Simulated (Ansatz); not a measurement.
`[BH2][GeH2][CH3]` + `C[SiH2]P` → `[BH2][GeH2][PH2]` + `C[SiH2]C`  (redistribution)

Calculated with Ansatz (gas phase, PBE0-D4/def2-TZVP geometries, no zero-point term in ΔE). CCSD(T)/CBS adds triple-zeta CCSD(T) − MP2 to the extrapolated MP2 energy (def2 sets, frozen cores). For Ge outer-core shells are correlated without core-valence functions, which leaves a few kJ/mol of doubt a bond. Scalar relativity is left out up to krypton. One conformer a species, not always the lowest.

`[BH2][GeH2][CH3]`:

Cartesian coordinates in Å:
```
B 1.127 1.217 0.949
Ge -0.227 -0.293 0.598
C -0.630 -0.625 -1.290
H 1.660 1.816 0.061
H 1.408 1.516 2.072
H -1.542 0.023 1.349
H 0.321 -1.594 1.233
H -1.053 0.271 -1.748
H -1.346 -1.440 -1.395
H 0.281 -0.890 -1.828
```

`C[SiH2]P`:

```xyz
10

C    -1.353    0.530    0.466
Si    0.107    0.146   -0.640
P     1.330   -1.511    0.286
H    -1.986    1.298    0.015
H    -1.017    0.896    1.439
H    -1.960   -0.363    0.628
H     0.911    1.377   -0.876
H    -0.360   -0.356   -1.962
H     2.412   -1.354   -0.621
H     1.916   -0.664    1.266
```

`[BH2][GeH2][PH2]`:

Z-matrix (Å, degrees):
```
Ge
P 1 2.345
B 1 2.049 2 104.4
H 1 1.540 2 105.0 3 -120.0
H 1 1.540 2 110.2 3 123.6
H 2 1.421 1 93.3 3 -161.1
H 2 1.421 1 94.0 3 -68.0
H 3 1.194 1 120.8 2 94.7
H 3 1.194 1 120.3 2 -81.2
```

`C[SiH2]C`:

```xyz
11

C    -1.013    0.676   -1.009
Si    0.472    0.538    0.122
C     0.586   -1.161    0.899
H    -1.072    1.669   -1.459
H    -1.940    0.499   -0.458
H    -0.955   -0.057   -1.818
H     0.378    1.570    1.194
H     1.716    0.815   -0.653
H    -0.306   -1.379    1.492
H     1.455   -1.234    1.558
H     0.679   -1.935    0.132
```

```json
{"species": "`[BH2][GeH2][CH3]`", "CCSD(T)/CBS(def2) energy (Eh)": "-2143.13359"}
{"species": "`C[SiH2]P`", "CCSD(T)/CBS(def2) energy (Eh)": "-672.28696"}
{"species": "`[BH2][GeH2][PH2]`", "CCSD(T)/CBS(def2) energy (Eh)": "-2445.41219"}
{"species": "`C[SiH2]C`", "CCSD(T)/CBS(def2) energy (Eh)": "-370.01595"}
```

Problem. Work out ΔE.

Solution. ΔE = (-2445.41219) + (-370.01595) − (-2143.13359) − (-672.28696) = -0.00759 Eh = -0.21 eV.

Largest T1 diagnostic among the species: 0.013.

Leaving LDA and LC-ωPBE aside and taking each functional with its dispersion term where it has one, the values, not all of them listed here, spread over 0.06 eV, from BLYP-D4 to ωB97X-V.
